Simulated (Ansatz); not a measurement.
Born–Oppenheimer molecular dynamics of CH$_{5}$OSb (8 atoms, charge 0, multiplicity 1). It starts from a relaxed structure.

The calculation used RKS B3LYP-D4/def2-SVP (Ansatz 0.2.0).

```json
{
  "ensemble": "NVT, Nosé–Hoover chain",
  "time step": "0.5 fs",
  "steps asked": "100",
  "set temperature": "300 K",
  "thermostat": "time constant 100 fs, chain length 3 (defaults)",
  "seed": "160846"
}
```

First frame:

```xyz
8
Properties=species:S:1:pos:R:3
O -1.315 0.879 -0.589
C -0.070 0.771 0.050
Sb 1.096 -0.974 -0.741
H -1.871 0.144 -0.296
H -0.144 0.685 1.149
H 0.505 1.679 -0.184
H -0.120 -2.058 -0.157
H 2.011 -1.183 0.712
```

Q: How far do the bonds stretch over the last three quarters of this one trajectory? (Pairs bonded in most of those frames.)

A: 
| bond | mean (Å) | spread (Å) | shortest | longest |
| --- | --- | --- | --- | --- |
| O1–C2 | 1.405 | 0.005 | 1.40 | 1.41 |
| O1–H4 | 0.969 | 0.019 | 0.94 | 1.00 |
| C2–Sb3 | 2.249 | 0.025 | 2.20 | 2.28 |
| C2–H5 | 1.105 | 0.009 | 1.09 | 1.12 |
| C2–H6 | 1.102 | 0.011 | 1.08 | 1.12 |
| Sb3–H7 | 1.735 | 0.019 | 1.70 | 1.76 |
| Sb3–H8 | 1.732 | 0.015 | 1.71 | 1.75 |

Mean temperature of the second half: 169 K. The conserved energy stayed within 0.14 meV per atom of its start (net change 0.11 meV per atom), so the integration is sound. The mean temperature of the second half is 44 % below the set value. A run of 0.05 ps of so small a system gives no equilibrium averages.

Time of the run: 3.4 min on 1 thread of Arm Neoverse V2, with other jobs on the host, peak memory 0.14 GiB.
